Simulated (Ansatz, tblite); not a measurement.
Removing and adding an electron: the cluster Be₄Se₅. Total charge 0; singlet. Geometry: PBE0-D4/def2-SVP. Ansatz, gas phase; energy differences of separate SCF runs; the oxidised species was run as a doublet alone; the reduced species was run as a doublet alone.

```xyz
9

Be   -1.6102   -0.6036   -0.1699
Be   -0.4751    1.4345    0.0594
Be    0.0930   -0.4692    1.4349
Be    0.6854   -0.6231   -1.1463
Se   -1.7597    0.6562    1.6348
Se   -1.0100    0.6238   -1.8599
Se    1.5606    1.0869    0.8598
Se   -0.1689   -2.1928    0.1753
Se    2.6849    0.0873   -0.9881
```

The xTB rows come from tblite. The structure comes from a short search, and lower isomers may exist.

| level | −HOMO (eV) | vertical IE (eV) | −LUMO (eV) | vertical EA (eV) | HOMO–LUMO gap (eV) | IE − EA (eV) | remarks |
| --- | --- | --- | --- | --- | --- | --- | --- |
| GFN1-xTB | 8.69 | 11.58 | 7.36 | 4.72 | 1.34 | 6.85 | – |
| GFN2-xTB | 11.74 | 13.98 | 9.64 | 7.72 | 2.10 | 6.26 | – |
| PBE-D4/def2-TZVP | 5.46 | 7.98 | 3.65 | – | 1.80 | – | – |
| PBE-D4/def2-TZVPD | 5.48 | – | 3.67 | 1.80 | 1.81 | – | HOMO above zero (-1 doublet) |
| BLYP-D4/def2-TZVP | 5.25 | 7.82 | 3.44 | – | 1.81 | – | – |
| BLYP-D4/def2-TZVPD | 5.28 | – | 3.46 | 1.58 | 1.82 | – | HOMO above zero (-1 doublet) |
| PBE0-D4/def2-TZVP | 6.54 | 8.20 | 2.95 | – | 3.59 | – | – |
| PBE0-D4/def2-TZVPD | 6.56 | – | 2.97 | 1.70 | 3.59 | – | – |

   A HOMO above zero means that the electron is unbound at that level or that self-interaction error raises the level; the energy of removing that electron tells which. Raw xTB energy differences between charge states are shifted by several eV; the methods need an empirical correction for them.
